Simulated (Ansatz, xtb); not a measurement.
Relative energy of two isomers of CH9FSeSi3

Structure I is `F[Si@@H](C[SiH3])[Se][SiH3]`, a singlet and structure II is `C[Si@@H](F)[SiH2][Se][SiH3]`, a singlet. Both are isolated molecules in the gas phase, relaxed with PBE0-D3(BJ)/def2-SVP; each stands in its lowest conformer found.

**Question.** Estimate E(II) − E(I) at the level CCSD(T)/def2-SVP + ΔMP2/def2-TZVPP.

**Answer.** Calculated at CCSD(T)/def2-SVP + ΔMP2/def2-TZVPP: E(II) − E(I) = +4.4 kcal/mol, so structure I lies lower.

How the difference moves with the method:

```json
{"level": "GFN2-xTB", "geometry": "GFN2-xTB", "E(II) − E(I) (kcal/mol)": "+2.1", "departure from the last row (kcal/mol)": "−2.3", "job, with rough time for the two": "optimisation, 0.27 s"}
{"level": "HF/STO-3G", "geometry": "GFN2-xTB", "E(II) − E(I) (kcal/mol)": "+1.7", "departure from the last row (kcal/mol)": "−2.7", "job, with rough time for the two": "single point, 0.6 s"}
{"level": "r2SCAN-D4/def2-SVP", "geometry": "GFN2-xTB", "E(II) − E(I) (kcal/mol)": "+4.9", "departure from the last row (kcal/mol)": "+0.6", "job, with rough time for the two": "single point, 5.3 s"}
{"level": "PBE0-D3(BJ)/def2-SVP", "geometry": "PBE0-D3(BJ)/def2-SVP", "E(II) − E(I) (kcal/mol)": "+1.6", "departure from the last row (kcal/mol)": "−2.8", "job, with rough time for the two": "optimisation, 2.6 min"}
{"level": "HF/def2-SVP", "geometry": "PBE0-D3(BJ)/def2-SVP", "E(II) − E(I) (kcal/mol)": "+5.6", "departure from the last row (kcal/mol)": "+1.3", "job, with rough time for the two": "part of the CCSD(T) run"}
{"level": "MP2/def2-SVP", "geometry": "PBE0-D3(BJ)/def2-SVP", "E(II) − E(I) (kcal/mol)": "+5.8", "departure from the last row (kcal/mol)": "+1.4", "job, with rough time for the two": "part of the CCSD(T) run"}
{"level": "CCSD(T)/def2-SVP", "geometry": "PBE0-D3(BJ)/def2-SVP", "E(II) − E(I) (kcal/mol)": "+4.6", "departure from the last row (kcal/mol)": "+0.2", "job, with rough time for the two": "single point"}
{"level": "CCSD(T)/def2-SVP + ΔMP2/def2-TZVPP", "geometry": "PBE0-D3(BJ)/def2-SVP", "E(II) − E(I) (kcal/mol)": "+4.4", "departure from the last row (kcal/mol)": "", "job, with rough time for the two": "single point, 1.8 min"}
```

As drawn, II has 1 Si–Si, 1 C–H in place of 1 C–Si, 1 Si–H.

The levels shown agree on the order. The largest departure from CCSD(T)/def2-SVP + ΔMP2/def2-TZVPP is that of PBE0-D3(BJ)/def2-SVP, 2.8 kcal/mol. The last row adds to CCSD(T) the change of the MP2 difference between the two basis sets, here −0.2 kcal/mol.

With thermal terms from frequencies at re-optimised GFN2-xTB minima (ideal gas, soft modes damped towards free rotors, one conformer each, 298.15 K, 1 atm): the zero-point term adds +1.3 kcal/mol; ΔH is +5.9 and ΔG +5.1 kcal/mol.

The correlated steps freeze 26 core orbitals; the filled d shell of Se is correlated, in a basis made for valence electrons. Codes used: Ansatz 0.2.0, xtb 6.7.1; the last row on 4 threads of Arm Neoverse V2 on a shared host.
